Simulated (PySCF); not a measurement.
Molecule: H₆Te, net charge 0, singlet state. SMILES: [TeH6]
Geometry from a B3LYP-D3(BJ)/def2-TZVP (Ansatz) optimisation:
```xyz
7

Te     0.0000     0.0000     0.0000
H      1.7384     0.0136     0.0182
H     -1.7384    -0.0136    -0.0182
H     -0.0135     1.7385    -0.0051
H      0.0135    -1.7385     0.0051
H     -0.0182     0.0050     1.7384
H      0.0182    -0.0050    -1.7384
```

Dispersion corrections to the total energy (kcal/mol) from the dftd3 and dftd4 libraries through PySCF: D3(BJ) without and D4 with the three-body term, each with the damping fitted for the functional named.

| functional | D3(BJ) | D4 |
|---|---|---|
| BHLYP | -3.58 | -2.95 |
| PBE | -2.44 | -2.48 |
| HSE06 | … | -1.89 |
| PBE0 | … | -2.05 |
| TPSSh | -2.78 | -3.02 |
| LC-wPBE | -2.28 | -2.77 |
| BP86 | … | -3.21 |

**Question.** Fill in the missing entries.

**Answer.** 
- HSE06, D3(BJ): -1.55
- PBE0, D3(BJ): -2.08
- BP86, D3(BJ): -3.95
